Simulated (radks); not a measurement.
Values are calculated unless marked as measured or tabulated.
Correlation energies from several functionals, in hartree. Species: Be [He] 2s2; Mg [Ne] 3s2; Fe16+ [Ne]; Ge4+ [Ar] 3d10. Code: a radial shooting solver on a logarithmic mesh with Libxc functionals. Model: non-relativistic Kohn-Sham, PBE, spin-polarised, spherical densities, point nucleus. Every spin shell is full or empty, so the densities are truly spherical. Functionals are evaluated on that one density, not self-consistently.

functional,Be,Mg,Fe16+,Ge4+
PW92,-0.22437,-0.88764,-1.0919,-2.6717
VWN5,-0.22511,-0.89176,-1.0967,-2.6845
PZ,-0.22410,-0.88505,-1.0928,-2.6679
Wigner,-0.18369,-0.60477,-0.55085,-1.5131
Chachiyo,-0.21918,-0.87049,-1.0806,-2.6340
PBE,-0.085423,-0.40910,-0.42691,-1.4087
LYP,-0.095138,-0.46060,-0.47044,-1.4042
P86,-0.093238,-0.46327,-0.57149,-1.5964
PW91,-0.094175,-0.44865,-0.49709,-1.5327
AM05,-0.19651,-0.79815,-0.98883,-2.4679
OP (B88),-0.099795,-0.44382,-0.48702,-1.3753
TPSS,-0.086894,-0.41362,-0.43064,-1.4116
revTPSS,-0.092460,-0.42696,-0.43737,-1.4299
SCAN,-0.083414,-0.41072,-0.41512,-1.4008
r2SCAN,-0.083600,-0.41384,-0.41990,-1.4093
